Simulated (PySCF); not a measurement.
## Structure elucidation problem

The spectra below were simulated for a compound C7H12F2Si.

¹H NMR (500 MHz, computed): δ 6.28 (m, 1H), 5.40 (m, 2H), 5.35 (m, 1H), 5.22 (m, 1H), 4.18 (t, 2H), 2.39 (m, 3H), 1.92 (m, 2H).

¹³C{¹H} NMR (computed): δ 172.5 (C), 143.8 (CH), 120.3 (CH2), 110.5 (C), 85.3 (CH2), 23.5 (CH2), 20.9 (CH3).

[PySCF 2.14.0 with density-fitted response routines: GIAO PBE0/pcSseg-1 shieldings; structure optimised with GFN2-xTB; equivalent nuclei averaged; one computed conformer; in vacuum; non-relativistic]

References, each an isolated molecule treated in the same way: TMS for ¹H (σref 31.72), ¹³C (σref 186.93).

Task: Deduce the structure.

Result: 
Rings plus π bonds: 2 (no ring in the answer). 7 carbon signals for 7 carbons: no two carbons are equivalent. Carbon types of the structure: 2 × C, 1 × CH, 3 × CH2, 1 × CH3, leaving 2 H on heteroatoms. δC 172.5, 110.5: fully substituted alkene carbon. δC 143.8: alkene CH; an sp2 carbon of a C=C bond. δC 120.3: terminal =CH2 carbon; as expected for a trigonal carbon in a double bond. δC 85.3: allylic sp3 CH2 bonded to F; the inductive effect lowers its shielding. δH 5.40: hydrogen on an allylic sp3 CH2 bonded to F; its carbon carries F, hence the downfield position. δH 5.35, 5.22: hydrogen on a terminal =CH2 carbon; attached to an sp2 carbon and in the plane of the double bond. δH 2.39: hydrogen on an allylic methyl carbon; allylic position.

These data were computed for `InChI=1S/C7H12F2Si/c1-3-4-10-7(5-8)6(2)9/h3H,1,4-5,10H2,2H3/b7-6-`.

This is the structure that produced the data.

Splittings by ¹⁹F in the carbon and heteronuclear signals aren't shown, as no couplings were computed. Shifts are as computed. Against solution values, carbons near 30 ppm lie about +3 ppm off and those near 130 ppm about +5 ppm. Of 1309 compounds with measured shifts, 239 miss one by over three times the rms of a fit or turn the order of signals round; such compounds aren't used in these exercises. No couplings were computed; multiplicities are counted from neighbouring protons, with m where these are inequivalent, close in shift, in a saturated or five-membered ring or joined by F or P, and br s for small geminal =CH2 splittings.
